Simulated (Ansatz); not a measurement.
Consider the redistribution: `O[SiH2]N[SiH2][SiH3]` + `OB(S)[SiH2]Cl` → `OB(S)[SiH2][SiH3]` + `O[SiH2]N[SiH2]Cl`.

Computed with Ansatz on PBE0-D4/def2-TZVP structures; ΔE is electronic, products minus reactants. CBS: MP2 limit from def2 TZ/QZ plus the TZ coupled-cluster correction, frozen cores. DFT in def2-TZVPP. B3LYP here is the variant with VWN-RPA as its local correlation; programs differ in this. Each species was taken in one conformer, which may not be the lowest.

```json
{"level": "PBE-D4", "ΔE (kJ/mol)": "-28.6", "difference from CCSD(T)/CBS": "2.7"}
{"level": "r2SCAN-D4", "ΔE (kJ/mol)": "-31.8", "difference from CCSD(T)/CBS": "-0.5"}
{"level": "PBE0-D4", "ΔE (kJ/mol)": "-29.6", "difference from CCSD(T)/CBS": "1.7"}
{"level": "B3LYP-D4", "ΔE (kJ/mol)": "-28.2", "difference from CCSD(T)/CBS": "3.1"}
{"level": "ωB97X-V", "ΔE (kJ/mol)": "-28.8", "difference from CCSD(T)/CBS": "2.5"}
{"level": "B2PLYP", "ΔE (kJ/mol)": "-32.6", "difference from CCSD(T)/CBS": "-1.3"}
{"level": "PBE", "ΔE (kJ/mol)": "-31.2", "difference from CCSD(T)/CBS": "0.1"}
{"level": "B3LYP", "ΔE (kJ/mol)": "-32.6", "difference from CCSD(T)/CBS": "-1.3"}
{"level": "HF/def2-TZVPP", "ΔE (kJ/mol)": "-34.9", "difference from CCSD(T)/CBS": "-3.6"}
{"level": "MP2/def2-TZVPP", "ΔE (kJ/mol)": "-32.8", "difference from CCSD(T)/CBS": "-1.5"}
{"level": "SCS-MP2/def2-TZVPP", "ΔE (kJ/mol)": "-31.8", "difference from CCSD(T)/CBS": "-0.5"}
{"level": "CCSD/def2-TZVPP", "ΔE (kJ/mol)": "-31.9", "difference from CCSD(T)/CBS": "-0.6"}
{"level": "CCSD(T)/def2-TZVPP", "ΔE (kJ/mol)": "-31.8", "difference from CCSD(T)/CBS": "-0.5"}
{"level": "MP2/def2-QZVPP", "ΔE (kJ/mol)": "-32.6", "difference from CCSD(T)/CBS": "-1.3"}
{"level": "MP2/CBS(def2)", "ΔE (kJ/mol)": "-32.3", "difference from CCSD(T)/CBS": "-1.0"}
{"level": "CCSD/CBS(def2)", "ΔE (kJ/mol)": "-31.4", "difference from CCSD(T)/CBS": "-0.1"}
{"level": "CCSD(T)/CBS", "ΔE (kJ/mol)": "-31.3", "difference from CCSD(T)/CBS": "0"}
```

Largest T1 diagnostic among the species: 0.014.

The D4 term adds +4.4 kJ/mol with B3LYP and +2.2 kJ/mol with PBE0; it sums over pairs of atoms, weighted by their polarisabilities, and B3LYP, whose exchange is more repulsive, gets the larger term.
